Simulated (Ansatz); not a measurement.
Conformers and stereoisomers of C₆H₁₀OS (`CSC(C)=CC(C)=O`), each relaxed with PBE0-D4/def2-TZVP in Ansatz. CBS adds the triple-zeta coupled-cluster correction to the MP2 limit.

Not all of them had a frequency check.

Conformer A:

Z-matrix (Å, degrees):
```
C
S 1 1.789
H 1 1.090 2 106.0
H 1 1.091 2 111.2 3 118.4
H 1 1.091 2 111.2 3 -118.4
C 2 1.731 1 104.6 3 180.0
C 6 1.350 2 124.0 1 0.1
C 6 1.496 2 111.2 1 -179.9
C 7 1.464 6 124.3 2 180.0
H 7 1.083 6 119.8 2 -0.0
H 8 1.091 6 110.3 2 121.4
H 8 1.091 6 110.3 2 -121.8
H 8 1.092 6 111.1 2 -0.2
C 9 1.510 7 115.1 6 -179.8
O 9 1.217 7 124.1 6 0.2
H 14 1.088 9 109.8 7 179.9
H 14 1.094 9 110.3 7 -59.2
H 14 1.094 9 110.3 7 58.9
```

Conformer B:

```xyz
18

C    -0.519   -0.613   -2.944
S    -1.047   -0.684   -1.220
C     0.263    0.096   -0.388
C     1.424    0.611   -1.174
C     0.245    0.243    0.958
C    -0.836   -0.224    1.807
C    -0.694    0.013    3.288
O    -1.816   -0.786    1.345
H    -1.328   -1.095   -3.493
H    -0.417    0.408   -3.312
H     0.399   -1.171   -3.127
H     2.154    1.067   -0.505
H     1.111    1.361   -1.904
H     1.919   -0.191   -1.727
H     1.089    0.738    1.427
H    -0.565    1.080    3.494
H    -1.576   -0.357    3.807
H     0.195   -0.497    3.668
```

Question: Which is lowest in electronic energy at CCSD(T)/CBS (frozen core, def2 sets), and by how much? (Estimate.)

Answer: Ansatz gave: A; B lies 6.7 kJ/mol higher.

Question: Give the energies relative to A (kJ/mol) with PBE-D4/def2-TZVPP, ωB97X-V/def2-TZVPP, ωB97M-V/def2-TZVPP, B3LYP/def2-TZVPP, HF/def2-TZVPP, MP2/CBS(def2), CCSD/CBS(def2). (Estimate.)

Answer: Ansatz gave: 
| level | B |
| --- | --- |
| PBE-D4/def2-TZVPP | 2.6 |
| ωB97X-V/def2-TZVPP | 8.3 |
| ωB97M-V/def2-TZVPP | 6.8 |
| B3LYP/def2-TZVPP | 6.9 |
| HF/def2-TZVPP | 16.0 |
| MP2/CBS(def2) | 5.8 |
| CCSD/CBS(def2) | 8.4 |

B3LYP here is the variant with VWN-RPA as its local correlation; programs differ in this.
